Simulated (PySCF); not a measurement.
A mixed set of molecules. Method: PySCF, TDDFT wB97X-D/def2-SVPD, vertical, gas phase, core orbitals frozen in the response. Geometries: PBE0-D3(BJ)/def2-SVP; one conformer of each isolated species. Triplets are in the Tamm–Dancoff approximation. 'Strongest' means the level of largest summed f among the lowest 10 singlets; it needn't be the same kind of state in each. Relativistic effects are left out although some hold elements past zinc.

Problem. Rank by computed lowest triplet energy, highest first.
A. `C1(=C[C@@H]1C)Cl`
B. `CC#CCCl`
C. `[H][Si]([H])(C)Cl`
D. `C/N=C/C#N`
E. `C#CC[C@@H](C)CC(C)C`
F. `F[Se](F)(F)F`

Solution. C (7.34 eV), E (5.45 eV), B (5.11 eV), F (4.96 eV), A (4.16 eV), D (3.72 eV).

```
             SMILES  T1 (eV)  α (au)  f (strongest)  LUMO (eV)  first f ≥ 0.01 (nm)  f (S1)    S1 mainly
  [H][Si]([H])(C)Cl     7.34    53.7           0.11       1.86                  161   0.014  H-1→L (72%)
C#CC[C@@H](C)CC(C)C     5.45   106.7           0.11       2.20                  161   0.000  H→L+5 (30%)
            CC#CCCl     5.11    64.3           0.53       1.49                  194   0.000    H→L (88%)
       F[Se](F)(F)F     4.96    33.1           0.05      -1.22                  198   0.042    H→L (98%)
      C[C@H]1C=C1Cl     4.16    60.6           0.11       1.65                  198   0.108    H→L (92%)
          C/N=C/C#N     3.72    51.2           0.34      -0.32                  190   0.001    H→L (98%)
```

H and L stand for HOMO and LUMO.

- `[H][Si]([H])(C)Cl`: Löwdin shares by element: HOMO chlorine 57%, carbon 18%, silicon 14%; LUMO silicon 35%, hydrogen 24% or more, chlorine 21% (atoms not listed hold the other 20%).
- `C#CC[C@@H](C)CC(C)C`: Löwdin shares by element: HOMO (one of a set within 0.03 eV) carbon 86% or more; LUMO carbon 34% or more (atoms not listed hold the other 66%).
- `CC#CCCl`: Löwdin shares by element: HOMO carbon 84% (atoms not listed hold the other 16%); LUMO carbon 48% or more, chlorine 39%.
- `F[Se](F)(F)F`: Löwdin shares by element: HOMO fluorine 65% or more, selenium 31%; LUMO selenium 60%, fluorine 33% or more.
- `C[C@H]1C=C1Cl`: Löwdin shares by element: HOMO carbon 65% or more, chlorine 18% (atoms not listed hold the other 17%); LUMO carbon 67% or more, chlorine 14%, hydrogen 9% or more.
- `C/N=C/C#N`: Löwdin shares by element: HOMO nitrogen 62% or more, carbon 24% or more, hydrogen 6% or more; LUMO nitrogen 49%, carbon 40% or more.
